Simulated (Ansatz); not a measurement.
Input for Ansatz (an electronic-structure program): R-CCSD(T)/def2-SVP on GaH3S (SMILES [SH][GaH2]), a point of a torsion scan. The run froze 19 orbitals, filled d shells among them.

Ansatz 0.2 input:
```yaml
crystal:
  periodic: [false, false, false]
  atoms:
    - {symbol: S, position_ang: [1.47853084, -0.59506840, 0.48103469]}
    - {symbol: Ga, position_ang: [-0.61063733, -0.00110365, 0.05062593]}
    - {symbol: H, position_ang: [1.96580107, 0.33030005, -0.34488161]}
    - {symbol: H, position_ang: [-1.11640256, 1.45737864, 0.34740902]}
    - {symbol: H, position_ang: [-1.68964151, -1.00897155, -0.47897224]}
basis:
  gaussian:
    orbitals: def2-SVP
magnetization: {spin_polarized: false}
correlation: {method: ccsd_t, electrons: outside_noble_gas}
scf: {lower_state_search: off}
```

Output:

```
WARN ansatz: RAYON_NUM_THREADS=1 ignored (pool sized by the plan → 1); use --threads N
Functional definition: HF
these checks for a lower state are left out or cut short: stability, starts, cluster_reference, orbital_swaps, neighbouring_geometries, increment
integrals: 0.04 GiB planned
640 factors; integrals over basis functions are off by at most 9.2e-4 eV
mean field: 0.14 GiB planned
mean field evaluation 1: about -63188.5021 eV, gradient 1.4e1 eV
mean field evaluation 2: about -63188.5147 eV, gradient 1.4e1 eV
mean field evaluation 4: about -63189.3516 eV, gradient 2.1e0 eV
mean field evaluation 8: about -63189.3668 eV, gradient 1.3e-4 eV
mean field -63189.36680401 eV, -2322.1663987563 hartree, gradient 3.3e-6 eV, S^2 0.000000; 0 other end points of the search recorded, 0 dependent functions left out
19 core orbitals not correlated
reference -63189.36680401 eV, -2322.1663987563 hartree; 6, 6 occupied and 40, 40 virtual orbitals, 640 factors
second order -5.45599795 eV of doubles, -0.00000000 eV of singles
coupled cluster: 0.09 GiB planned
cycle   1  -6.10653398 eV  change   -6.5e-1 eV  update   6.1e-2
cycle   2  -6.33707172 eV  change   -2.3e-1 eV  update   2.1e-2
cycle   3  -6.35565017 eV  change   -1.9e-2 eV  update   6.9e-3
cycle   4  -6.35393838 eV  change    1.7e-3 eV  update   2.8e-3
cycle   5  -6.35332451 eV  change    6.1e-4 eV  update   1.2e-3
cycle   6  -6.35326711 eV  change    5.7e-5 eV  update   4.5e-4
cycle   7  -6.35333313 eV  change   -6.6e-5 eV  update   1.5e-4
cycle   8  -6.35336683 eV  change   -3.4e-5 eV  update   4.9e-5
cycle   9  -6.35335776 eV  change    9.1e-6 eV  update   1.6e-5
cycle  10  -6.35335903 eV  change   -1.3e-6 eV  update   5.5e-6
perturbative correction -0.15401742 eV, -0.0056600358 hartree
Total energy: -63195.87418046 eV, -2322.4055404298 hartree
Checks for a lower state left out: stability, starts, cluster_reference, orbital_swaps, neighbouring_geometries, increment
```

The run converged.

Cost: roughly 0.9 core-seconds.
